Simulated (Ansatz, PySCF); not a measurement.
Ge(H)3(Et) (C2H8Ge), SMILES C[CH2][GeH3]. Atoms are numbered in the order given.

```xyz
11

Ge    -0.0488     0.7876     0.0000
C      0.6860    -1.0447     0.0000
C     -0.3892    -2.1345     0.0000
H      1.0870     1.8343     0.0000
H     -0.9272     1.0057    -1.2530
H     -0.9272     1.0057     1.2530
H      1.3399    -1.1389     0.8830
H      1.3399    -1.1389    -0.8830
H     -1.0392    -2.0631    -0.8875
H     -1.0392    -2.0631     0.8875
H      0.0566    -3.1431     0.0000
```
Charge 0, spin multiplicity 1.

Geometry optimised at B3LYP-D3(BJ)/def2-SVP.

Two levels are set side by side: PBE-D3(BJ)/def2-SVP (Ansatz, a program for electronic structure) and B3LYP-D3(BJ)/def2-SVP (Ansatz). Each level has its own optimised geometry; the coordinates shown are those of the second. Frequencies come from the Hessian of PySCF at each geometry. Differences are taken from unrounded values.

| quantity | B3LYP-D3(BJ) | PBE-D3(BJ) | PBE-D3(BJ) minus B3LYP-D3(BJ) |
|---|---|---|---|
| mean bond length (Å) | 1.365 | 1.372 | 0.007 |
| bond Ge1–C2 (Å) | 1.974 | 1.977 | 0.003 |
| bond C2–C3 (Å) | 1.531 | 1.531 | 0.000 |
| bond Ge1–H4 (Å) | 1.545 | 1.553 | 0.009 |
| bond Ge1–H5 (Å) | 1.546 | 1.554 | 0.009 |
| bond Ge1–H6 (Å) | 1.546 | 1.554 | 0.009 |
| bond C2–H7 (Å) | 1.103 | 1.110 | 0.008 |
| bond C2–H8 (Å) | 1.103 | 1.110 | 0.008 |
| bond C3–H9 (Å) | 1.102 | 1.110 | 0.007 |
| bond C3–H10 (Å) | 1.102 | 1.110 | 0.007 |
| bond C3–H11 (Å) | 1.103 | 1.110 | 0.007 |
| highest harmonic wavenumber (cm⁻¹) | 3107 | 3056 | -51 |
| mean harmonic wavenumber (cm⁻¹) | 1427 | 1392 | -36 |
| zero-point energy (kcal/mol) | 55.08 | 53.71 | -1.37 |

GGA bonds tend to be longer and softer than those of functionals with exact exchange. Differences between two approximate levels are no errors against the true value.
